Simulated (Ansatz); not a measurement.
`C[SiH](F)C=N` + `O[SiH2][AlH2]` → `CO[SiH2][AlH2]` + `N=C[SiH2]F`  (substitution at a C–Si bond)

Gas-phase electronic energies from Ansatz, PBE0-D4/def2-TZVP geometries. CCSD(T)/CBS is the MP2 limit (def2-TZVPP, def2-QZVPP) plus CCSD(T) − MP2 in def2-TZVPP, frozen cores. DFT in def2-TZVPP. Each species was taken in one conformer, which may not be the lowest.

`C[SiH](F)C=N`:

Cartesian coordinates in Å:
```
C 0.158 1.626 -0.378
Si 0.323 0.058 0.595
F -0.806 0.006 1.736
C 0.016 -1.474 -0.457
N -0.917 -2.313 -0.256
H 0.909 1.659 -1.172
H 0.305 2.499 0.262
H -0.829 1.697 -0.840
H 1.646 -0.028 1.266
H 0.667 -1.679 -1.317
H -1.473 -2.051 0.562
```

`O[SiH2][AlH2]`:

Z-matrix (Å, degrees):
```
Si
Al 1 2.460
O 1 1.661 2 109.0
H 1 1.499 2 111.1 3 122.0
H 1 1.498 2 111.2 3 -122.0
H 2 1.591 1 118.5 3 179.3
H 2 1.588 1 122.5 3 -0.7
H 3 0.959 1 117.0 2 180.0
```

`CO[SiH2][AlH2]`:

```xyz
11

C     0.618   -1.264    1.593
O    -0.132   -0.790    0.499
Si    0.245    0.631   -0.260
Al   -1.350    1.003   -2.093
H     0.190   -2.213    1.919
H     0.589   -0.560    2.433
H     1.667   -1.430    1.317
H     0.233    1.752    0.737
H     1.663    0.578   -0.747
H    -2.520   -0.022   -2.413
H    -1.203    2.313   -2.984
```

`N=C[SiH2]F`:

Z-matrix (Å, degrees):
```
Si
C 1 1.881
F 1 1.601 2 105.8
H 1 1.483 2 111.6 3 118.0
H 1 1.483 2 111.6 3 -118.0
N 2 1.269 1 124.3 3 -0.3
H 2 1.098 1 119.4 3 179.7
H 6 1.023 2 111.2 1 0.0
```

| species | PBE0 energy (Eh) |
| --- | --- |
| `C[SiH](F)C=N` | -523.68994 |
| `O[SiH2][AlH2]` | -609.89269 |
| `CO[SiH2][AlH2]` | -649.15228 |
| `N=C[SiH2]F` | -484.39020 |

Problem. Work out ΔE.

Solution. ΔE = (-649.15228) + (-484.39020) − (-523.68994) − (-609.89269) = 0.04015 Eh = +25.2 kcal/mol. CCSD(T)/CBS gives +25.5 kcal/mol.

Largest T1 diagnostic among the species: 0.012.

In def2-TZVPP, CCSD(T) changes the Hartree–Fock value by +2.9 kcal/mol (the triples alone add +0.2 kcal/mol) and MP2 by +4.4 kcal/mol.
